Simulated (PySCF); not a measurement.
B₂H₄O.

```xyz
7

O      0.0000     0.0000     0.0000
B      0.0000     0.0000    -1.3342
H     -0.7412     0.7412    -1.9043
H      0.7412    -0.7412    -1.9043
B      0.0000     0.0000     1.3342
H     -0.7412    -0.7412     1.9043
H      0.7412     0.7412     1.9043
```

Geometry: B3LYP-D3(BJ)/def2-TZVP.

Computed with PBE0/pcSseg-2 in PySCF. Non-relativistic, no solvent.

Computed absolute GIAO shielding of each atom: isotropic value and principal components (ppm):
| atom | σ(iso) | σ11 | σ22 | σ33 | span |
|---|---|---|---|---|---|
| O1 | -15.6 | -175.0 | 64.2 | 64.2 | 239.2 |
| B2 | 54.9 | 6.1 | 53.5 | 105.1 | 99.0 |
| H3 | 26.0 | 25.6 | 25.8 | 26.4 | 0.8 |
| H4 | 26.0 | 25.6 | 25.8 | 26.4 | 0.8 |
| B5 | 54.9 | 6.1 | 53.5 | 105.1 | 99.0 |
| H6 | 26.0 | 25.6 | 25.8 | 26.4 | 0.8 |
| H7 | 26.0 | 25.6 | 25.8 | 26.4 | 0.8 |
